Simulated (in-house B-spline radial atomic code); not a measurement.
## Response and correlation of the cobalt ion Co²³⁺

Closed shell [He] 2s2. Computed with an all-electron radial atomic-structure program (B-spline basis): Dirac-Hartree-Fock, relativistic RPA (time-dependent Dirac-Hartree-Fock) for the response and second-order many-body perturbation theory for correlation, no-pair Dirac-Coulomb Hamiltonian, finite nucleus.

Command:
```bash
python run_mb.py task.json out
```
Settings (nuclear radius in fm, box in bohr, cutoff in hartree):
```
basis_form          2
Z                   27
core_configuration  [He] 2s2
rms_radius          3.7875
mass_number         59
speed_of_light      137.036
box_radius          3.54
lmax                7
intervals           59
virtual_cutoff      18225.0
```

Time taken, with all properties: 0.3 s on 1 thread of Intel(R) Xeon(R) Platinum 8488C (shared host).

| multipole (bohr³, bohr⁵, bohr⁷) | uncoupled | coupled RPA |
| --- | --- | --- |
| dipole | 0.010187 | 0.014273 |
| quadrupole | 0.000108 | ? |
| octupole | 8.7308e-06 | 9.0094e-06 |

What is the coupled quadrupole polarisability?

0.00011299 atomic units, +5 % against the uncoupled value.

Which subshells carry the dipole polarisability?

2s1/2 100.1 %, 1s1/2 -0.1 %.

What does the dipole shielding factor come to?

The dipole shielding factor is 0.148, against the exact N/Z = 4/27 = 0.148 of the non-relativistic theorem.

Dipole polarisability at imaginary frequency:

| u (Eh) | α(iu) (bohr³) |
| --- | --- |
| 0 | 0.01427 |
| 5.88 | 0.003734 |
| 17.6 | 0.0009187 |
| 35.3 | 0.0004689 |
| 58.8 | 0.0002772 |
| 118 | 0.0001135 |
| 235 | 4.139e-05 |
| 588 | 9.309e-06 |

What dispersion coefficients follow for two such ions (the dispersion part alone)?

C6 = (3/π)∫α(iu)²du = 0.0005299 hartree·bohr⁶ and C8 = 4.619e-05 hartree·bohr⁸.

Lowest J = 1 odd-parity excitations:

```csv
energy (eV),oscillator strength,leading channel,weight
36.501,0.0013,2s1/2 → p1/2,0.82
91.079,0.146,2s1/2 → p3/2,0.819
1215.9,0.102,2s1/2 → p1/2,0.944
1223.3,0.615,2s1/2 → p3/2,0.944
1612.8,0.0294,2s1/2 → p1/2,0.957
1615.7,0.153,2s1/2 → p3/2,0.957
1794.7,0.0128,2s1/2 → p1/2,0.962
1796.1,0.0633,2s1/2 → p3/2,0.962
```

Second-order correlation energy by the highest angular momentum of the excited pair (hartree): s -0.01638, p -0.1918, d -0.01128, f -0.002918, g -0.001067, h -0.0004604, i -0.0002319, k -0.0001282.

What is the second-order correlation energy at the partial-wave limit?

The listed waves sum to -0.2243 hartree; extrapolating the increments as (l + 1/2)⁻⁴ gives -0.22456 hartree, -1.53 eV per electron.
